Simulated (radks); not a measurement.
The numbers below are computed, except where a source is named.
Ionisation of the hafnium ion Hf37+, [Ar] 3d10 4s2 4p5, to [Ar] 3d10 4s2 4p4 as the strength of local exchange is varied. Code: a radial shooting solver on a logarithmic mesh with Libxc functionals. Model: Dirac Kohn-Sham, Slater X-alpha exchange (alpha = 2/3 is LDA exchange), no correlation, spin-unpolarised, spherical densities, finite nucleus; open shells fill j = l - 1/2 first; Fermi nuclear charge, rms radius 5.347 fm.

| alpha | E(Hf37+) (hartree) | exchange (hartree) | IE (eV) | -e of the level emptied (eV) | <r> of it (bohr) |
|---|---|---|---|---|---|
| 0.59 | -14242.6061 | -206.0654 | 1714.0 | 1687.6 (4p3/2) | 0.4372 |
| 0.667 | -14269.5185 | -233.2904 | 1721.9 | 1695.5 (4p3/2) | 0.4361 |
| 0.823 | -14324.1598 | -288.6826 | 1738.0 | 1711.7 (4p3/2) | 0.4340 |
| 0.846 | -14332.2292 | -296.8761 | 1740.4 | 1714.1 (4p3/2) | 0.4337 |
| 0.853 | -14334.6858 | -299.3711 | 1741.1 | 1714.9 (4p3/2) | 0.4336 |

NIST Atomic Spectra Database: 1719 +/- 4 eV (theoretical). The Delta-SCF value meets it near alpha = 0.64. Spin polarisation and multiplet splitting are left out, so open shells lie too high by an amount that depends on their filling.

Beside tabulated values, note that spin-unpolarised runs miss the spin-polarisation part of the exchange energy of open shells.
